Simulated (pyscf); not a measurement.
Optimised with ωB97X-D3(BJ)/def2-SVP in PySCF. Correlated levels are frozen-core, on RHF or UHF. ΔMP2 is the change of the MP2 total energy from the triple- to the quadruple-zeta basis. Singlets are restricted, triplets unrestricted.

Singlet (Å):
```xyz
5

Si     0.7108    -0.6119    -0.4284
In    -1.6533    -0.0065     0.3391
H      0.2443    -2.0734    -0.4326
H     -2.9251     0.3517    -0.7878
H     -2.0829     0.0781     2.0194
```

Triplet (Å):
```xyz
5

Si    -0.2639    -1.3912     1.1632
In     1.4515    -0.1677    -0.1936
H     -1.6192    -0.8152     1.4646
H      1.0298     1.3955    -0.7907
H      2.9664    -0.9330    -0.4704
```

For these two minima of :HSi–InH₂, which spin state lies lower at CCSD(T)/def2-TZVPP + ΔMP2(QZVPP), and by how much (electronic energies)?

The singlet, by 32.9 kJ/mol. Zero-point energy shifts E(triplet) − E(singlet) by +2.1 kJ/mol. Other isomers of :HSi–InH₂ [singlet] were not searched in full and may lie lower. 

E(triplet) − E(singlet) by level (kJ/mol):

| level | gap |
|---|---|
| ωB97X-D3(BJ)/def2-TZVP | +35.7 |
| PBE/def2-TZVP | +21.3 |
| r²SCAN/def2-TZVP | +1.4 |
| B3LYP-D3(BJ)/def2-TZVP | +32.5 |
| PBE0-D3(BJ)/def2-TZVP | +13.8 |
| M06-2X/def2-TZVP | +22.4 |
| ωB97M-D3(BJ)/def2-TZVP | +46.4 |
| HF/def2-TZVP | -33.1 |
| MP2/def2-QZVPP | +24.3 |
| CCSD/def2-TZVPP | +26.7 |
| CCSD(T)/def2-TZVPP | +29.0 |
| CCSD(T)/def2-TZVPP + ΔMP2(QZVPP) | +32.9 |

The triplet is the lowest one reached from the SCF start used. The CCSD(T) − MP2 part came from Ansatz, without density fitting, on the same reference. The frozen core leaves the outer d or s,p core shells of the metals and heavy elements correlated in the MP2 and CC values, and def2-TZVPP describes them poorly, which can shift differences by a few kcal/mol. Elements past Kr carry the def2 core potentials, without spin-orbit coupling.
